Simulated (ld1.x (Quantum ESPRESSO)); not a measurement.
# Cd TM semilocal: all-electron and pseudo phase curves

cadmium, norm-conserving Troullier–Martins (semilocal form), made with ld1.x (Quantum ESPRESSO) 7.5 (PBE, scalar-relativistic). Core [Kr], reference 4d10 5s1 5p0 (charge +1). Waves: 5s (bound): rc 2.30 bohr; 4d (bound): rc 1.65 bohr; 5p (bound, empty): rc 2.85 bohr. Local part: the p channel. Core correction: Bessel-smoothed model core inside 1.60 bohr.

The phase is arctan(r·u′/u) with u = r·R(r), unwrapped; energies in Ry, scanned from -4 to 5 Ry. A pole is an energy at which the radial function vanishes at the test radius. The pseudo phase is shifted by a multiple of π to meet the all-electron one at the reference energy, and phase errors are pseudo minus all-electron; the curves can meet again beyond the range given. Levels narrower than the energy grid can be missing from the lists of poles.

Problem. For each channel, where are the poles, and over which energies does the pseudopotential scatter like the atom?

Solution.

```csv
channel,radius (bohr),reference energy (Ry),"poles, all-electron","poles, pseudo",unbroken range about the reference energy with phases within 0.05 rad,phase error 1 Ry above the reference energy (rad)
s,3.11,-0.96,-0.16,"-0.17, 4.49",below 1.4,-0.003
p,3.11,-0.54,0.78,0.74,below 1.9,-0.006
d,3.11,-1.51,"-1.46, 2.55","-1.46, 2.58",below 4.8,+0.001
```

Phases in the d channel:

```json
{"E (Ry)": "-4.00", "all-electron": "1.401", "pseudo": "1.401"}
{"E (Ry)": "-3.76", "all-electron": "1.395", "pseudo": "1.395"}
{"E (Ry)": "-3.52", "all-electron": "1.388", "pseudo": "1.388"}
{"E (Ry)": "-3.28", "all-electron": "1.380", "pseudo": "1.380"}
{"E (Ry)": "-3.04", "all-electron": "1.371", "pseudo": "1.371"}
{"E (Ry)": "-2.80", "all-electron": "1.360", "pseudo": "1.360"}
{"E (Ry)": "-2.56", "all-electron": "1.346", "pseudo": "1.346"}
{"E (Ry)": "-2.32", "all-electron": "1.329", "pseudo": "1.329"}
{"E (Ry)": "-2.08", "all-electron": "1.303", "pseudo": "1.303"}
{"E (Ry)": "-1.84", "all-electron": "1.252", "pseudo": "1.252"}
{"E (Ry)": "-1.60", "all-electron": "0.888", "pseudo": "0.888"}
{"E (Ry)": "-1.36", "all-electron": "-1.713", "pseudo": "-1.713"}
{"E (Ry)": "-1.12", "all-electron": "-1.811", "pseudo": "-1.811"}
{"E (Ry)": "-0.88", "all-electron": "-1.864", "pseudo": "-1.864"}
{"E (Ry)": "-0.64", "all-electron": "-1.918", "pseudo": "-1.918"}
{"E (Ry)": "-0.40", "all-electron": "-1.987", "pseudo": "-1.986"}
{"E (Ry)": "-0.16", "all-electron": "-2.088", "pseudo": "-2.086"}
{"E (Ry)": "0.08", "all-electron": "-2.259", "pseudo": "-2.255"}
{"E (Ry)": "0.32", "all-electron": "-2.587", "pseudo": "-2.577"}
{"E (Ry)": "0.56", "all-electron": "-3.206", "pseudo": "-3.186"}
{"E (Ry)": "0.80", "all-electron": "-3.859", "pseudo": "-3.842"}
{"E (Ry)": "1.04", "all-electron": "-4.220", "pseudo": "-4.210"}
{"E (Ry)": "1.28", "all-electron": "-4.405", "pseudo": "-4.398"}
{"E (Ry)": "1.52", "all-electron": "-4.512", "pseudo": "-4.507"}
{"E (Ry)": "1.76", "all-electron": "-4.582", "pseudo": "-4.577"}
{"E (Ry)": "2.00", "all-electron": "-4.632", "pseudo": "-4.628"}
{"E (Ry)": "2.24", "all-electron": "-4.671", "pseudo": "-4.668"}
{"E (Ry)": "2.48", "all-electron": "-4.704", "pseudo": "-4.700"}
{"E (Ry)": "2.72", "all-electron": "-4.732", "pseudo": "-4.729"}
{"E (Ry)": "2.96", "all-electron": "-4.759", "pseudo": "-4.755"}
{"E (Ry)": "3.20", "all-electron": "-4.785", "pseudo": "-4.780"}
{"E (Ry)": "3.44", "all-electron": "-4.812", "pseudo": "-4.806"}
{"E (Ry)": "3.68", "all-electron": "-4.843", "pseudo": "-4.835"}
{"E (Ry)": "3.92", "all-electron": "-4.879", "pseudo": "-4.869"}
{"E (Ry)": "4.16", "all-electron": "-4.924", "pseudo": "-4.910"}
{"E (Ry)": "4.40", "all-electron": "-4.988", "pseudo": "-4.967"}
{"E (Ry)": "4.64", "all-electron": "-5.087", "pseudo": "-5.051"}
{"E (Ry)": "4.88", "all-electron": "-5.266", "pseudo": "-5.195"}
```
